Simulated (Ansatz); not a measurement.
Abridged output of a molecular run in Ansatz:

```
Functional definition: HF
1307 factors; integrals over basis functions are off by at most 1.3e-3 eV
mean field evaluation 1: about -14991.1584 eV, gradient 4.7e1 eV
mean field evaluation 2: about -14991.3442 eV, gradient 4.7e1 eV
mean field evaluation 4: about -14995.9804 eV, gradient 4.7e0 eV
mean field evaluation 8: about -14996.0557 eV, gradient 2.8e-1 eV
mean field -14996.05607773 eV, -551.0948961648 hartree, gradient 1.7e-6 eV, S^2 0.000000; 0 other end points of the search recorded, 0 dependent functions left out
8 core orbitals not correlated: weight in the atoms' cores, before any rotation towards them, 1.000 or more for the frozen orbitals, at most 0.000 for the correlated occupied ones
reference -14996.05607773 eV, -551.0948961648 hartree; 24, 24 occupied and 100, 100 virtual orbitals, 1307 factors
second order -34.35998324 eV of doubles, -0.00000000 eV of singles
cycle   1  -34.60490208 eV  change   -2.4e-1 eV  update   1.2e-1
cycle   2  -35.31851778 eV  change   -7.1e-1 eV  update   3.4e-2
cycle   3  -35.50438912 eV  change   -1.9e-1 eV  update   1.7e-2
cycle   4  -35.49821715 eV  change    6.2e-3 eV  update   3.2e-3
cycle   5  -35.49711684 eV  change    1.1e-3 eV  update   1.4e-3
cycle   6  -35.49777070 eV  change   -6.5e-4 eV  update   3.8e-4
cycle   7  -35.49755393 eV  change    2.2e-4 eV  update   1.4e-4
cycle   8  -35.49743046 eV  change    1.2e-4 eV  update   4.2e-5
cycle   9  -35.49743660 eV  change   -6.1e-6 eV  update   1.4e-5
perturbative correction -0.85793855 eV, -0.0315286600 hartree
Total energy: -15032.41145288 eV, -552.4309315587 hartree
```

Its atoms:

Cartesian coordinates in Å:
```
F -0.981 -1.503 -1.301
C -0.746 -0.690 -0.264
F -1.806 -0.757 0.569
C 0.587 -0.827 0.469
C 0.695 0.720 0.495
C -0.383 0.784 -0.585
F -1.353 1.697 -0.454
F 0.133 0.896 -1.826
H 1.334 -1.289 -0.175
H 0.536 -1.343 1.425
H 0.332 1.151 1.428
H 1.651 1.161 0.220
```

Question: Which basis set was used?
A. def2-SVP
B. def2-SVPD
C. cc-pV(T+d)Z
D. def2-TZVPPD

Answer: A. It gives 132 functions.

Question: Write the keys of the input that set method, charge and spin (a neutral closed shell needs none for the last two).

Answer: 
```yaml
correlation: {method: ccsd_t}
```
